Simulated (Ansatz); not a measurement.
A CCSD(T) single point on `[SiH3][O][In][Cl]` radical.

```yaml
crystal:
  periodic: [false, false, false]
  atoms:
    - {symbol: Si, position_ang: [0.016641, 1.144586, 0.460803]}
    - {symbol: O, position_ang: [0.203740, -0.441612, 0.114498]}
    - {symbol: In, position_ang: [-0.437594, -1.723263, -1.270572]}
    - {symbol: Cl, position_ang: [0.330711, -3.933153, -1.041243]}
    - {symbol: H, position_ang: [0.496203, 2.009490, -0.655325]}
    - {symbol: H, position_ang: [0.803741, 1.457842, 1.681947]}
    - {symbol: H, position_ang: [-1.413431, 1.486119, 0.709903]}
basis:
  gaussian: {orbitals: def2-SVP}
magnetization: {spin_polarized: true, initial_magnetization: 1}
correlation: {method: ccsd_t}
scf: {omitted_lower_state_checks: [cluster_reference]}
```

```sh
$ ansatz run in.yaml --threads 4 --pin off --events-out ev --progress --plain
```

Output of Ansatz, abridged:

```
Functional definition: HF
942 factors; integrals over basis functions are off by at most 1.1e-3 eV
mean field evaluation 1: about -27589.6436 eV, gradient 2.8e1 eV
mean field evaluation 2: about -27589.6600 eV, gradient 2.8e1 eV
mean field evaluation 4: about -27593.5818 eV, gradient 2.7e0 eV
mean field evaluation 8: about -27593.6961 eV, gradient 1.7e-1 eV
mean field -27593.69711748 eV, -1014.0496653877 hartree, gradient 6.2e-6 eV, S^2 0.759227; 1 other end points of the search recorded, 0 dependent functions left out
15 core orbitals not correlated: weight in the atoms' cores, before any rotation towards them, 1.000 or more for the frozen orbitals, at most 0.000 for the correlated occupied ones
reference -27593.69711748 eV, -1014.0496653877 hartree; 17, 16 occupied and 59, 60 virtual orbitals, 942 factors
second order -13.08767805 eV of doubles, -0.00000000 eV of singles
cycle   1  -13.60427866 eV  change   -5.2e-1 eV  update   1.1e-1
cycle   2  -14.00063525 eV  change   -4.0e-1 eV  update   3.6e-2
cycle   3  -14.14071538 eV  change   -1.4e-1 eV  update   2.4e-2
cycle   4  -14.14289841 eV  change   -2.2e-3 eV  update   7.9e-3
cycle   5  -14.13811435 eV  change    4.8e-3 eV  update   4.3e-3
cycle   6  -14.13896469 eV  change   -8.5e-4 eV  update   1.8e-3
cycle   7  -14.13922568 eV  change   -2.6e-4 eV  update   8.7e-4
cycle   8  -14.13945788 eV  change   -2.3e-4 eV  update   3.3e-4
cycle   9  -14.13956941 eV  change   -1.1e-4 eV  update   1.6e-4
cycle  10  -14.13948732 eV  change    8.2e-5 eV  update   6.0e-5
cycle  11  -14.13949609 eV  change   -8.8e-6 eV  update   3.0e-5
perturbative correction -0.36232702 eV, -0.0133152723 hartree
Total energy: -27608.19894059 eV, -1014.5825975572 hartree
Checks for a lower state left out: cluster_reference
```

Hardware: 4 threads of a server CPU on a shared host. Wall time 10 s, peak host memory 0.65 GiB.

Correlation energy per correlated electron: -0.439 eV. T1 diagnostic: 0.0156.
